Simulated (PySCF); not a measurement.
**Polarisability and C₆ of Ag⁺ (silver, charge +1)**

[Kr] 4d10, closed-shell 1S. Computed with PySCF 2.14 in x2c-QZVPPall with one added diffuse shell each of s, p, d, f, g type (14s9p8d5f3g, 143 functions), with the spin-free X2C one-electron Hamiltonian (Gaussian nucleus). Coupled (time-dependent) response in atomic units; α is the mean over directions.

```tsv
method	mean α (bohr³)	C₆ (like pair)	S(−4)
r2SCANh	10.03	60.50	31.08
```

S(−4) is the Cauchy moment in α(ω) = α(0) + S(−4) ω² + …

α(iu) at r2SCANh:

```
u (hartree)  α(iu) (bohr³)
          0          10.03
     0.0500          9.951
      0.100          9.733
      0.200          9.004
      0.300          8.125
      0.500          6.532
      0.750          5.086
       1.00          4.076
       1.50          2.789
       2.00          2.023
       3.00          1.192
       5.00         0.5481
```

A single London oscillator, α(iu) = α/(1 + u²/ω²), gives C₆ = (3/4) ω α². Matching the computed C₆ needs ω = 4 × 60.50 / (3 × 10.03²) = 0.802 hartree.

For an ion, C₆ is the dispersion term alone; charge-induced terms of lower order in 1/R come first.
